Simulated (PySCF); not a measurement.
SMILES C(#C)C[Si](F)(F)F (CAM-B3LYP/def2-SVP optimised geometry):

```
10

C      1.946    -0.970     0.000
C      0.742    -1.008     0.000
C     -0.716    -1.008     0.000
Si    -1.423     0.700     0.000
F     -3.020     0.620    -0.017
F     -0.974     1.542    -1.280
F     -0.996     1.522     1.300
H      3.020    -0.940     0.000
H     -1.108    -1.537     0.885
H     -1.109    -1.542    -0.881
```

Computed with CAM-B3LYP/def2-TZVP run with PySCF 2.14.0.

### Question
What are the frontier orbital energies and the dipole moment?

### Answer
HOMO-2 -12.96 eV, HOMO-1 -9.68 eV, HOMO -9.47 eV, LUMO 1.47 eV, LUMO+1 1.71 eV; dipole moment 2.06 D.

On the same geometry PySCF with PBE/def2-TZVP gives HOMO-2 -9.80 eV, HOMO-1 -7.04 eV, HOMO -6.86 eV, LUMO -0.44 eV, LUMO+1 -0.38 eV; dipole moment 1.93 D.

Meta-Löwdin charges at CAM-B3LYP/def2-TZVP: C1 -0.21, C2 -0.03, C3 -0.50, Si4 1.70, F5 -0.49, F6 -0.48, F7 -0.48, H8 0.18, H9 0.16, H10 0.16.
